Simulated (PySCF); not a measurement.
Computed IR spectrum (relative IR intensity) of a molecule C2H7FOSi. Geometry optimised at PBE0-D3(BJ)/def2-SVP. One conformer was computed; it need not be the lowest. These are PySCF with PBE0-D3(BJ)/def2-SVP values and carry that method's errors. Frequencies are harmonic and unscaled.

ν (cm⁻¹): 186 (vw), 228 (m), 295 (w), 323 (w), 369 (m), 646 (vw), 687 (m), 782 (m), 827 (w), 868 (vs), 886 (m), 937 (m), 982 (w), 991 (m), 1061 (w), 1268 (w), 1425 (vw), 1475 (vw), 1477 (vw), 2298 (s), 3053 (w), 3143 (w), 3148 (w), 3935 (m) (against the strongest line: vs over 80 %, s over 45 %, m over 15 %, w over 4 %, vw less)

Task: Identify the compound among the candidates.
A. OCC[SiH2]F
B. CCO[SiH2]F
C. C[Si@H](F)CO
D. CC[SiH](O)F

Result: D, CC[SiH](O)F
